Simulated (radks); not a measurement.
Task: These are the eigenvalues of the occupied orbitals of an atom or ion with whole-number occupations (eV). Calculated with a radial shooting solver on a logarithmic mesh with Libxc functionals: Dirac Kohn-Sham, LDA (Slater exchange, Perdew-Wang correlation), spin-unpolarised, spherical densities, point nucleus.

orbital  eigenvalue
1s1/2     -4391.652
2s1/2     -479.9326
2p1/2     -398.1012
2p3/2     -393.4716
3s1/2      -61.7779
3p1/2      -40.9701
3p3/2      -40.4532
3d3/2      -10.2440
4s1/2       -9.9509

Which element is it, and in what charge state? The configuration may be excited. Open shells, if any, fill j = l - 1/2 first.

Result: Z = 21, scandium, charge +1: Sc+ in [Ar] 3d1 4s1. The list shows which subshells hold electrons but not how many an open one holds; the 1s level, -161.39 hartree, gives Z - s = 18.0 by -(Z - s)^2/2, which with screening and relativity narrows Z to a few neighbours, and the depths of the outer levels then fix element, charge and occupations together.
